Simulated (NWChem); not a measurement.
System: CdHOCl; SMILES [OH][Cd][Cl]

The following NWChem deck was run.

```
start job
memory heap 200 mb stack 900 mb global 1100 mb
geometry units angstroms
  Cd    -0.108872     0.192791     0.343320
  Cl     0.853183    -0.000624    -1.673066
  O     -1.035024    -1.281958     1.167552
  H     -1.438262    -1.130212     2.026035
end
basis spherical
  * library def2-svp
end
ecp
  Cd library def2-ecp
end
dft
  xc xpbe96 cpbe96
  disp vdw 4
  iterations 150
end
driver
  maxiter 120
end
task dft optimize
dft
  grid fine
  convergence energy 1d-8 density 1d-7
end
task dft freq numerical
```

Parts of the log:

```
             Northwest Computational Chemistry Package (NWChem) 7.3.0
             --------------------------------------------------------

 C1  symmetry detected

                             Geometry "geometry" -> ""
                             -------------------------

 Output coordinates in angstroms (scale by  1.889725989 to convert to a.u.)

  No.       Tag          Charge          X              Y              Z
 ---- ---------------- ---------- -------------- -------------- --------------
    1 Cd                  48.0000     0.29209885     0.31290334     0.00015967
    2 Cl                  17.0000    -0.30333078    -1.84909462    -0.00007964
    3 O                    8.0000    -1.02045055     1.72329832     0.00094162
    4 H                    1.0000    -0.70051696     2.62886152    -0.01384304

 Effective nuclear repulsion energy (a.u.)     334.2679520460

                                Z-matrix (autoz)
                                --------

 Units are Angstrom for bonds and degrees for angles

      Type          Name      I     J     K     L     M      Value
      ----------- --------  ----- ----- ----- ----- ----- ----------
    1 Stretch                  1     2                       2.24249
    2 Stretch                  1     3                       1.92666
    3 Stretch                  3     4                       0.96053
    4 Bend                     1     3     4               117.59580
    5 Bend                     2     1     3               121.66003
    6 Torsion                  2     1     3     4        -178.99984

                           NWChem Geometry Optimization
                           ----------------------------

 maximum gradient threshold         (gmax) =   0.000450
 rms gradient threshold             (grms) =   0.000300
 maximum cartesian step threshold   (xmax) =   0.001800
 rms cartesian step threshold       (xrms) =   0.001200
 fixed trust radius                (trust) =   0.300000
 source of zmatrix                         =   autoz

          -------------------
          Energy Minimization
          -------------------

 Using diagonal initial Hessian
 Scaling for Hessian diagonals: bonds = 1.00  angles = 0.25  torsions = 0.10

          --------
          Step   0

                                 NWChem DFT Module
                                 -----------------

 Summary of "ao basis" -> "ao basis" (spherical)
 ------------------------------------------------------------------------------
       Tag                 Description            Shells   Functions and Types
 ---------------- ------------------------------  ------  ---------------------
 Cd                         def2-svp                11       31   5s3p2d1f
 Cl                         def2-svp                 8       18   4s3p1d
 O                          def2-svp                 6       14   3s2p1d
 H                          def2-svp                 3        5   2s1p

            General Information
            -------------------
          SCF calculation type: DFT
          Wavefunction type:  closed shell.
          No. of atoms     :     4
          No. of electrons :    46
           Alpha electrons :    23
            Beta electrons :    23
          Charge           :     0
          Spin multiplicity:     1
          Use of symmetry is: off; symmetry adaption is: off
          Maximum number of iterations: 150
          AO basis - number of functions:    68
                     number of shells:    28
          Convergence on energy requested:  1.00D-06
          Convergence on density requested:  1.00D-05
          Convergence on gradient requested:  5.00D-04

              XC Information
              --------------
          PerdewBurkeErnzerhof Exchange Functional  1.000
            Perdew 1991 LDA Correlation Functional  1.000 local
           PerdewBurkeErnz. Correlation Functional  1.000 non-local

             Grid Information
             ----------------
          Grid used for XC integration:  medium
          Radial quadrature: Mura-Knowles
          Angular quadrature: Lebedev.
          Tag              B.-S. Rad. Rad. Pts. Rad. Cut. Ang. Pts.
          ---              ---------- --------- --------- ---------
          Cd                  1.55      123           9.0       590
          Cl                  1.00       88          11.0       590
          O                   0.60       49          10.0       434
          H                   0.35       45          11.0       434
          Grid pruning is: on
          Number of quadrature shells:   305
          Spatial weights used:  Erf1

           DFT-D3BJ Model
          s6 scale factor  :        1.000000000000
          s8 scale factor  :        0.787500000000
          a1 parameter     :        0.428900000000
          a2 parameter     :        4.440700000000
              vdW contrib  :       -0.002478346798

[...]

      ----------------------
      Optimization converged
      ----------------------

  Step       Energy      Delta E   Gmax     Grms     Xrms     Xmax
  ---- ---------------- -------- -------- -------- -------- --------
@    7    -703.32939811 -1.2D-07  0.00003  0.00002  0.00025  0.00059
                                     ok       ok       ok       ok

                                Z-matrix (autoz)
                                --------

 Units are Angstrom for bonds and degrees for angles

      Type          Name      I     J     K     L     M      Value     Gradient
      ----------- --------  ----- ----- ----- ----- ----- ---------- ----------
    1 Stretch                  1     2                       2.28970    0.00002
    2 Stretch                  1     3                       1.98022   -0.00003
    3 Stretch                  3     4                       0.97768   -0.00003
    4 Bend                     1     3     4               108.39301    0.00001
    5 Bend                     2     1     3               176.08374   -0.00000
    6 Torsion                  2     1     3     4        -179.72693    0.00000

                         Geometry "geometry" -> "geometry"
                         ---------------------------------

 Output coordinates in angstroms (scale by  1.889725989 to convert to a.u.)

  No.       Tag          Charge          X              Y              Z
 ---- ---------------- ---------- -------------- -------------- --------------
    1 Cd                  48.0000    -0.44864333     0.17192983     0.00012975
    2 Cl                  17.0000     0.16868153    -2.03298368    -0.00035135
    3 O                    8.0000    -1.11150554     2.03790863     0.00253866
    4 H                    1.0000    -0.34073212     2.63911377    -0.01513845

 Effective nuclear repulsion energy (a.u.)     324.5982136032

                Final and change from initial internal coordinates
                --------------------------------------------------

                                Z-matrix (autoz)
                                --------

 Units are Angstrom for bonds and degrees for angles

      Type          Name      I     J     K     L     M      Value       Change
      ----------- --------  ----- ----- ----- ----- ----- ---------- ----------
    1 Stretch                  1     2                       2.28970    0.04721
    2 Stretch                  1     3                       1.98022    0.05356
    3 Stretch                  3     4                       0.97768    0.01715
    4 Bend                     1     3     4               108.39301   -9.20280
    5 Bend                     2     1     3               176.08374   54.42371
    6 Torsion                  2     1     3     4        -179.72693   -0.72709

[...]

 Rotational Constants
 --------------------
 A=  19.988054 cm-1  ( 28.757709 K)
 B=   0.070674 cm-1  (  0.101681 K)
 C=   0.070425 cm-1  (  0.101323 K)

 Temperature                      =   298.15K
 frequency scaling parameter      =   1.0000

 Zero-Point correction to Energy  =    8.135 kcal/mol  (  0.012963 au)
 Thermal correction to Energy     =   11.171 kcal/mol  (  0.017803 au)
 Thermal correction to Enthalpy   =   11.764 kcal/mol  (  0.018747 au)

 Total Entropy                    =   71.730 cal/mol-K
   - Translational                =   41.208 cal/mol-K (mol. weight = 165.8752)
   - Rotational                   =   22.300 cal/mol-K (symmetry #  =        1)
   - Vibrational                  =    8.221 cal/mol-K

 Cv (constant volume heat capacity) =   13.057 cal/mol-K
   - Translational                  =    2.979 cal/mol-K
   - Rotational                     =    2.979 cal/mol-K
   - Vibrational                    =    7.098 cal/mol-K

[normal modes left out]

 ----------------------------------------------------------------------------
 Normal Eigenvalue ||           Projected Infra Red Intensities
  Mode   [cm**-1]  || [atomic units] [(debye/angs)**2] [(KM/mol)] [arbitrary]
 ------ ---------- || -------------- ----------------- ---------- -----------
    1       -0.000 ||    0.093429           2.155        91.079      40.069
    2       -0.000 ||    0.000427           0.010         0.417       0.183
    3       -0.000 ||    0.002015           0.046         1.964       0.864
    4        0.000 ||    0.000000           0.000         0.000       0.000
    5        0.000 ||    0.000472           0.011         0.460       0.203
    6        0.000 ||    0.000145           0.003         0.141       0.062
    7      110.440 ||    0.009864           0.228         9.616       4.230
    8      114.650 ||    0.000207           0.005         0.202       0.089
    9      361.173 ||    0.012910           0.298        12.585       5.537
   10      590.303 ||    0.052418           1.209        51.100      22.481
   11      820.129 ||    0.060267           1.390        58.752      25.847
   12     3696.320 ||    0.047645           1.099        46.447      20.434
 ----------------------------------------------------------------------------
```

Level: PBE-D3(BJ)/def2-SVP with def2 effective core potentials on Cd. def2 effective core potentials on Cd; no spin-orbit coupling.
